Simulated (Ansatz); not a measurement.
## Nudged elastic band run: F₂H₃NSi

Input:

```yaml
crystal:
  periodic: [false, false, false]
  atoms:
    - { symbol: Si, position_ang: [-0.135234, -1.340823, -0.467378] }
    - { symbol: F, position_ang: [0.929773, -0.691884, -1.537072] }
    - { symbol: F, position_ang: [-1.511673, -0.63149, -1.017222] }
    - { symbol: H, position_ang: [-0.504366, 0.537687, 1.41512] }
    - { symbol: "N", position_ang: [0.148265, 0.42671, 0.642164] }
    - { symbol: H, position_ang: [-0.023274, 1.171394, -0.03279] }
    - { symbol: H, position_ang: [1.096608, 0.528407, 0.997178] }
basis:
  gaussian: { orbitals: "6-31G*" }
hamiltonian:
  xc: r2scanh
neb:
  order_check: false
  images: 7
  f_tol: 0.05
  max_iterations: 60
  final_atoms:
    - { symbol: Si, position_ang: [-0.22967131, -0.58611813, -0.13348748] }
    - { symbol: F, position_ang: [0.73782645, -1.33007172, -1.16837783] }
    - { symbol: F, position_ang: [-1.61859881, -0.4867467, -0.91356738] }
    - { symbol: H, position_ang: [-0.34760435, -1.40875796, 1.08106045] }
    - { symbol: "N", position_ang: [0.28244109, 0.96500461, 0.311113] }
    - { symbol: H, position_ang: [0.37404361, 1.73120782, -0.33925117] }
    - { symbol: H, position_ang: [0.80166231, 1.11548309, 1.16251042] }
  initial_path:
    images:
      - { positions_ang: [[-0.135234, -1.340823, -0.467378], [0.929773, -0.691884, -1.537072], [-1.511673, -0.63149, -1.017222], [-0.504366, 0.537687, 1.41512], [0.148265, 0.42671, 0.642164], [-0.023274, 1.171394, -0.03279], [1.096608, 0.528407, 0.997178]] }
      - { positions_ang: [[-0.19726351, -1.30569968, -0.43090269], [0.91130951, -0.85615316, -1.48451475], [-1.48463435, -0.60112279, -1.09991933], [-0.42161254, 0.32185715, 1.3009498], [0.1852691, 0.52630606, 0.59580414], [-0.10980715, 1.26742086, 0.14133598], [1.11683794, 0.64739257, 0.97724684]] }
      - { positions_ang: [[-0.25929302, -1.27057636, -0.39442738], [0.89284603, -1.02042232, -1.43195749], [-1.45759571, -0.57075558, -1.18261666], [-0.33885908, 0.1060273, 1.1867796], [0.2222732, 0.62590212, 0.54944428], [-0.1963403, 1.36344772, 0.31546196], [1.13706788, 0.76637813, 0.95731569]] }
      - { positions_ang: [[-0.32132253, -1.23545305, -0.35795207], [0.87438254, -1.18469148, -1.37940024], [-1.43055706, -0.54038837, -1.26531398], [-0.25610562, -0.10980256, 1.0726094], [0.2592773, 0.72549818, 0.50308442], [-0.28287345, 1.45947457, 0.48958794], [1.15729781, 0.8853637, 0.93738453]] }
      - { positions_ang: [[-0.38335204, -1.20032973, -0.32147676], [0.85591905, -1.34896063, -1.32684298], [-1.40351842, -0.51002117, -1.34801131], [-0.17335216, -0.32563241, 0.9584392], [0.2962814, 0.82509424, 0.45672455], [-0.36940659, 1.55550143, 0.66371392], [1.17752775, 1.00434926, 0.91745338]] }
      - { positions_ang: [[-0.34493186, -1.04677683, -0.27447944], [0.8263959, -1.34423841, -1.28722669], [-1.45728852, -0.50420255, -1.23940033], [-0.2169152, -0.5964138, 0.98909451], [0.29282132, 0.86007183, 0.42032167], [-0.18354404, 1.59942803, 0.41297265], [1.08356139, 1.03213272, 0.97871764]] }
      - { positions_ang: [[-0.30651167, -0.89322393, -0.22748212], [0.79687275, -1.33951618, -1.24761041], [-1.51105861, -0.49838393, -1.13078935], [-0.26047825, -0.86719519, 1.01974983], [0.28936125, 0.89504942, 0.38391878], [0.00231851, 1.64335462, 0.16223138], [0.98959503, 1.05991618, 1.0399819]] }
      - { positions_ang: [[-0.26809149, -0.73967103, -0.1804848], [0.7673496, -1.33479395, -1.20799412], [-1.56482871, -0.49256532, -1.02217836], [-0.3040413, -1.13797657, 1.05040514], [0.28590117, 0.93002701, 0.34751589], [0.18818106, 1.68728122, -0.0885099], [0.89562867, 1.08769963, 1.10124616]] }
      - { positions_ang: [[-0.22967131, -0.58611813, -0.13348748], [0.73782645, -1.33007172, -1.16837783], [-1.61859881, -0.4867467, -0.91356738], [-0.34760435, -1.40875796, 1.08106045], [0.28244109, 0.96500461, 0.311113], [0.37404361, 1.73120782, -0.33925117], [0.80166231, 1.11548309, 1.16251042]] }
```

Run as:

```bash
$ ansatz run input.yaml --threads 2 --pin off --max-ram 3072MiB --backend cpu --events-out ev --progress --plain --runs-dir out
```

Output, in part (warnings, iteration lines, the closing report on the highest movable image, with atoms numbered from 0):

```
NEB end point (image 0): max|allowed force component| = 9.812e-3 eV/Å (the criterion of neb.relax_end_points is 1.000e-2)
NEB end point (image 8): max|allowed force component| = 2.119e-2 eV/Å (the criterion of neb.relax_end_points is 1.000e-2)
NEB iter   1: max|band force component| = 1.556e1 eV/Å  barrier→ = 3.4519 eV  barrier← = 4.8943 eV  Δτ_max = 0.1981 Å  (220 SCF iters)
NEB iter   2: max|band force component| = 3.229e0 eV/Å  barrier→ = 1.9429 eV  barrier← = 3.3853 eV  Δτ_max = 0.2000 Å  (194 SCF iters)
NEB iter   3: max|band force component| = 6.833e0 eV/Å  barrier→ = 1.8419 eV  barrier← = 3.2843 eV  Δτ_max = 0.0992 Å  (194 SCF iters)
NEB iter   4: max|band force component| = 1.013e0 eV/Å  barrier→ = 1.7909 eV  barrier← = 3.2333 eV  Δτ_max = 0.1539 Å  (185 SCF iters)
NEB iter   5: max|band force component| = 8.889e-1 eV/Å  barrier→ = 1.9021 eV  barrier← = 3.3445 eV  Δτ_max = 0.0724 Å  (178 SCF iters)
NEB iter   6: max|band force component| = 8.786e-1 eV/Å  barrier→ = 1.8079 eV  barrier← = 3.2502 eV  Δτ_max = 0.1483 Å  (171 SCF iters)
NEB iter   7: max|band force component| = 2.135e0 eV/Å  barrier→ = 1.5062 eV  barrier← = 2.9485 eV  CI = image 4  Δτ_max = 0.1865 Å  (183 SCF iters)
NEB iter   8: max|band force component| = 4.608e-1 eV/Å  barrier→ = 1.8261 eV  barrier← = 3.2685 eV  CI = image 4  Δτ_max = 0.0320 Å  (186 SCF iters)
NEB iter   9: max|band force component| = 2.149e-1 eV/Å  barrier→ = 1.8268 eV  barrier← = 3.2692 eV  CI = image 4  Δτ_max = 0.0533 Å  (167 SCF iters)
NEB iter  10: max|band force component| = 8.029e-2 eV/Å  barrier→ = 1.8263 eV  barrier← = 3.2687 eV  CI = image 4  Δτ_max = 0.0177 Å  (166 SCF iters)
NEB iter  11: max|band force component| = 4.500e-2 eV/Å  barrier→ = 1.8262 eV  barrier← = 3.2686 eV  CI = image 4  Δτ_max = 0.0000 Å  (333 SCF iters)
Total energy: -14846.33183600 eV, -545.5926317678 hartree
Atom 0 at    -0.267218    -0.934956    -0.323699 Å, force    -0.012038     0.006206    -0.003877 eV/Å
Atom 1 at     0.973989    -1.258478    -1.300083 Å, force     0.000979     0.001071     0.003779 eV/Å
Atom 2 at    -1.460665    -0.421138    -1.278105 Å, force     0.001718    -0.002622    -0.004079 eV/Å
Atom 3 at    -0.256276    -0.451300     1.233535 Å, force     0.000546    -0.003544     0.004793 eV/Å
Atom 4 at     0.202916     0.671636     0.502414 Å, force     0.013152    -0.016829     0.003332 eV/Å
Atom 5 at    -0.366926     1.514926     0.440712 Å, force    -0.003951     0.004945    -0.000121 eV/Å
Atom 6 at     1.174279     0.879310     0.725227 Å, force    -0.000406     0.010773    -0.003827 eV/Å
Dipole moment:     0.175822     0.524803     0.441351 e Å
```

The forces met the threshold. Neighbouring images differ by up to 2.0 eV, so the band resolves the path poorly. A vibrational analysis at the climbing image gives one clearly imaginary mode, 1476i cm⁻¹: a first-order saddle point. The orbitals stay closed-shell, which can raise the energy where a bond breaks towards radicals; this wasn't checked here.

Final band (atoms are numbered from 1 in the order of the input):

```
image  path coordinate (Å)  energy (kcal/mol)  H4–N5 (Å)  Si1–H4 (Å)
    0                 0.00                0.0       1.02        2.68
    1                 0.55                0.2       1.02        2.72
    2                 1.10                0.9       1.02        2.62
    3                 1.64               11.4       1.04        2.11
    4                 2.19               42.1       1.42        1.63
    5                 2.84               -3.6       2.08        1.48
    6                 3.48              -31.5       2.64        1.47
    7                 4.13              -33.0       2.63        1.47
    8                 4.78              -33.3       2.57        1.47
```

Time of the run: 86 s on 2 threads of Intel(R) Xeon(R) Platinum 8559C (Emerald Rapids), on a shared host, peak memory 0.16 GiB.
